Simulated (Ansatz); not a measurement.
A made-up structure of AlH3Te, singlet:

Al1  (-0.307, -0.556, -0.067)
Te2  (0.903, 1.023, -0.943)
H3  (-0.842, -0.592, 1.550)
H4  (-0.478, -1.461, -1.209)
H5  (0.724, 1.587, 0.669)
(Å)

It is relaxed with PBE-D4/def2-SVP and then PBE0-D4/def2-TZVP (Ansatz 0.2.0). Atoms count as bonded within 1.22 times the sum of their covalent radii (H–H: 0.88 Å). The end point is not checked to be a true minimum.

(1) Does its bonding change? (A judgement: the text doesn't fix the answer.)

Results:

(1) By the calculation: No: no bond forms or breaks.

Where it ends: The first stage lowers the energy by 1.48 eV in 6 steps. It ends as AlH₃Te ([AlH2][TeH]):
```xyz
5
angstrom
Al -0.3790 -0.6872 -0.0832
Te 1.0174 1.2759 -0.8325
H -0.8914 -0.7508 1.4106
H -0.6838 -1.7912 -1.1732
H 0.9368 1.9532 0.6783
```

Labels in which every atom is bracketed show which atoms are joined, not bond orders.

For scale, one of the runs: PBE0-D4/def2-TZVP relaxation, 105 basis functions, launched by `ansatz run in.yaml --threads 2 --pin off --events-out ev --progress --plain --max-ram 4352MiB`. The run took about 9.5 s on 2 CPU threads of an Arm Neoverse V1 (shared host).
